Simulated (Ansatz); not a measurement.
A nudged elastic band was laid between two geometries of CH$_{3}$BFN (7 atoms, charge 0, multiplicity 1).

All numbers below come from UKS CAM-B3LYP/cc-pVDZ (Ansatz 0.2.0).

| Item | Value |
| --- | --- |
| movable images | 9 |
| climbing image | yes |
| spring | 5.0 eV/Å² |
| optimiser | quadratic models (default) |
| start path | through a guess of the saddle point |
| force threshold | 0.05 eV/Å |
| iteration limit | 60 |
| end points | relaxed |

Image 0:

```xyz
7
Properties=species:S:1:pos:R:3
F -1.047 -1.919 0.560
B -0.438 -0.802 0.190
C 0.405 0.469 0.450
N -0.170 0.000 -0.856
H 1.499 0.436 0.536
H -0.036 1.384 0.870
H -0.151 0.365 -1.796
```

Image 10:

```xyz
7
Properties=species:S:1:pos:R:3
F -1.062 -1.923 0.411
B -0.385 -0.782 0.453
C 0.321 0.331 0.839
N 0.064 0.233 -0.672
H -0.589 0.892 -1.102
H 0.858 1.137 1.317
H 0.854 0.044 -1.292
```

Q: What changes between the two ends?

A: Bonds broken: C3–H5. Bonds formed: N4–H5.

Q: Give the energies along the band, and the barrier.

A: The forces met the threshold. The highest image is number 5 of 0 to 10, 290.3 kJ/mol above the first end and 163.9 kJ/mol above the last; the last end lies 126.3 kJ/mol above the first. The profile has 2 maxima (images 5, 9) with wells between them (image 7): this band takes more than one step, which may be the mechanism or a detour left from its start path. A vibrational analysis at the climbing image gives one clearly imaginary mode, 1341i cm⁻¹: a first-order saddle point. The orbitals stay closed-shell, which can raise the energy where a bond breaks towards radicals; this wasn't checked here.

```tsv
image	path coordinate (Å)	energy (kJ/mol)	C3–H5 (Å)	N4–H5 (Å)
0	0.00	0.0	1.10	2.22
1	0.42	4.9	1.10	2.22
2	0.84	32.6	1.09	2.18
3	1.27	92.9	1.07	2.04
4	1.69	200.7	1.10	1.71
5	2.11	290.3	1.31	1.27
6	2.87	204.5	2.13	1.03
7	3.62	156.3	2.65	1.01
8	4.38	178.3	2.64	1.01
9	5.13	187.4	2.46	1.01
10	5.89	126.3	2.22	1.02
```

Q: What is the geometry of the highest image?

A: 
```xyz
7
Properties=species:S:1:pos:R:3:forces:R:3
F -1.178 -1.705 0.415 0.00 0.00 0.00
B -0.397 -0.660 0.221 0.00 0.00 0.00
C 0.622 0.250 0.811 0.00 0.00 0.00
N -0.237 0.256 -0.893 0.00 0.00 0.00
H 0.737 0.864 -0.346 0.00 0.00 0.00
H 0.082 1.082 1.306 0.00 0.00 0.00
H 0.432 -0.155 -1.558 0.00 0.00 0.00
```

The band took 23 iterations and of the order of 8 core-minutes.

The run took 4.2 min on 2 threads of Intel(R) Xeon(R) 6975P-C (Granite Rapids), on a shared host, peak memory 0.22 GiB.
